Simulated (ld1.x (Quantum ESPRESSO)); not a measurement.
**Pseudopotential generation for Lu (Z = 71): RRKJ, PBE, scalar-relativistic.**

The input file (ld1.x (Quantum ESPRESSO) 7.5):

```
&input
   title='Lu', zed=71., rel=1, dft='PBE', iswitch=3,
   config='[Xe] 4f14 5d1 6s1.75 6p0.25',
   nld=4, rlderiv=4.35, eminld=-3.0, emaxld=5.0, deld=0.02
 /
 &inputp
   pseudotype=2, tm=.false., rho0=0.001, lloc=3,
   nlcc=.false.,
   file_pseudopw='Lu.UPF', file_wfcaegen='ae.wfc', file_wfcncgen='nc.wfc', file_beta='beta', file_chi='chi'
 /
4
6S  1  0   1.75   0.00  2.80  2.80  0.0
6P  2  1   0.25   0.00  4.00  4.00  0.0
5D  3  2   1.00   0.00  3.35  3.35  0.0
4F  4  3  14.00   0.00  1.15  1.15  0.0
 &test
   configts(1)='4f14 5d1 6s1.75 6p0.25'
 /
```

Command:

```bash
ld1.x < Lu.in > Lu.out
```

The program printed (shortened: banner, matrices, multipoles, cross overlaps and the repeated all-electron block are left out):

```
[... start of the log left out ...]

     normalization and overlap integrals

     s(1S/1S) =  1.000000  <r> =   0.0193  <r2> =    0.0005  r(max) =   0.0121
     s(2S/2S) =  1.000000  <r> =   0.0818  <r2> =    0.0079  r(max) =   0.0689
     s(2P/2P) =  1.000000  <r> =   0.0729  <r2> =    0.0065  r(max) =   0.0564
     s(3S/3S) =  1.000000  <r> =   0.2126  <r2> =    0.0517  r(max) =   0.1969
     s(3P/3P) =  1.000000  <r> =   0.2123  <r2> =    0.0523  r(max) =   0.1920
     s(4S/4S) =  1.000000  <r> =   0.4779  <r2> =    0.2579  r(max) =   0.4437
     s(4P/4P) =  1.000000  <r> =   0.5078  <r2> =    0.2935  r(max) =   0.4664
     s(3D/3D) =  1.000000  <r> =   0.1925  <r2> =    0.0434  r(max) =   0.1572
     s(5S/5S) =  1.000000  <r> =   1.1711  <r2> =    1.5452  r(max) =   1.0380
     s(5P/5P) =  1.000000  <r> =   1.3941  <r2> =    2.2161  r(max) =   1.1910
     s(4D/4D) =  1.000000  <r> =   0.5475  <r2> =    0.3481  r(max) =   0.4782
     s(4F/4F) =  1.000000  <r> =   0.7245  <r2> =    0.7005  r(max) =   0.4664
     s(5D/5D) =  1.000000  <r> =   2.8731  <r2> =   10.5734  r(max) =   1.8447
     s(6S/6S) =  1.000000  <r> =   3.6231  <r2> =   14.9796  r(max) =   3.0414
     s(6P/6P) =  1.000000  <r> =   5.3366  <r2> =   33.1645  r(max) =   4.2623

     ------------------------ End of All-electron run ------------------------

     --------------------- Generating NC pseudopotential ---------------------

      Generating local pot.: lloc=3, matching radius rcloc =   1.1500
     Message from routine compute phi:
     negative determinant

      ld=   0.115092 f2ae  0.330352 faenor  0.285050
           0        1272        1271   100.71755587983513

 %%%%%%%%%%%%%%%%%%%%%%%%%%%%%%%%%%%%%%%%%%%%%%%%%%%%%%%%%%%%%%%%%%%%%%%%%%%%%%
     Error in routine compute_chi (1):
     n is too large
 %%%%%%%%%%%%%%%%%%%%%%%%%%%%%%%%%%%%%%%%%%%%%%%%%%%%%%%%%%%%%%%%%%%%%%%%%%%%%%

     stopping ...
```

The run stopped because the Bessel-function wave could not be built (negative determinant in compute_phi), and the routine for χ then failed on it.

The run took about 0.16 s on one core of a shared server CPU.
